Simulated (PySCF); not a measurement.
Polarisability and C₆ of Xe (xenon, neutral)

[Xe], closed-shell 1S. Computed with PySCF 2.14 in aug-cc-pV5Z-PP with ECP28MDF (8s8p6d4f3g2h, 139 functions), with scalar relativity through the core potential. Coupled (time-dependent) response in atomic units; α is the mean over directions.

```
method  mean α (bohr³)  C₆ (like pair)  S(−4)
  BLYP           29.42           312.8  165.5
 M06-L           29.43           324.1  148.3
```

S(−4) is the Cauchy moment in α(ω) = α(0) + S(−4) ω² + …

Reference α: 27.32 ± 0.2 bohr³ (recommended; Schwerdtfeger and Nagle, table of static dipole polarizabilities (2023 update)). Published C₆: 302.0 (Gould and Bucko (2016)).

α(iu) at BLYP:

| u (hartree) | α(iu) (bohr³) |
| --- | --- |
| 0 | 29.42 |
| 0.0500 | 29.02 |
| 0.100 | 27.88 |
| 0.200 | 24.32 |
| 0.300 | 20.36 |
| 0.500 | 13.94 |
| 0.750 | 9.048 |
| 1.00 | 6.274 |
| 1.50 | 3.548 |
| 2.00 | 2.326 |
| 3.00 | 1.273 |
| 5.00 | 0.5819 |

A single London oscillator, α(iu) = α/(1 + u²/ω²), gives C₆ = (3/4) ω α². Matching the computed C₆ needs ω = 4 × 312.8 / (3 × 29.42²) = 0.482 hartree.

Energies and moments cover only the electrons outside the core potential.
